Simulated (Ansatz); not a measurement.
Relaxation of ClF₃HHf (6 atoms, charge 0, multiplicity 2), to a largest force component of 0.03 eV/Å in at most 50 steps.

Method: UKS PBE0-D4/def2-SVP (Ansatz 0.2.0).

```xyz
6
Properties=species:S:1:pos:R:3:forces:R:3
Hf 0.000 0.000 -0.587 0.00 0.00 0.04
Cl 0.003 0.000 3.132 0.00 0.00 1.12
F 1.910 0.000 -0.592 0.00 0.00 0.01
F -0.954 1.653 -0.592 0.00 0.00 0.01
F -0.954 -1.653 -0.592 0.00 0.00 0.01
H -0.002 0.000 4.463 0.00 0.00 -1.19
```

Problem. Where does it end, and by what steps?

Solution. The run converged. The force dipped under the threshold on the way, but the program's further checks kept it going. After 24 steps the energy has fallen by 0.113 eV; H6 moved furthest, 1.17 Å.

```csv
step,energy less start (eV),largest force component (eV/Å),accepted
0,0.0000,1.188,yes
1,-0.0309,0.381,yes
2,-0.0340,0.041,yes
3,-0.0344,0.015,yes
4,-0.0346,0.004,yes
5,-0.0345,0.237,no
6,-0.0349,0.045,yes
7,-0.0333,0.500,no
8,-0.0359,0.132,yes
9,-0.0375,0.193,yes
10,-0.0405,0.354,yes
11,-0.0444,0.635,yes
12,-0.0512,0.462,yes
13,-0.0629,0.390,yes
14,-0.0424,1.168,no
15,-0.0789,0.231,yes
16,-0.0888,0.168,yes
17,-0.0953,0.571,yes
18,-0.0946,0.785,no
19,-0.1067,0.081,yes
20,-0.1098,0.113,yes
21,-0.1115,0.231,yes
22,-0.1131,0.022,yes
23,-0.1128,0.087,no
24,-0.1132,0.014,yes
```

```xyz
6
Properties=species:S:1:pos:R:3
Hf -0.035 0.000 -0.381
Cl 0.682 -0.005 3.000
F 1.876 -0.001 -0.424
F -0.992 1.642 -0.184
F -0.994 -1.644 -0.202
H -0.535 0.009 3.423
```

Whether the end is a true minimum wasn't checked by a vibrational analysis.

Run time: 54 s on 4 threads of Arm Neoverse V2, on a shared host, peak memory 0.3 GiB.
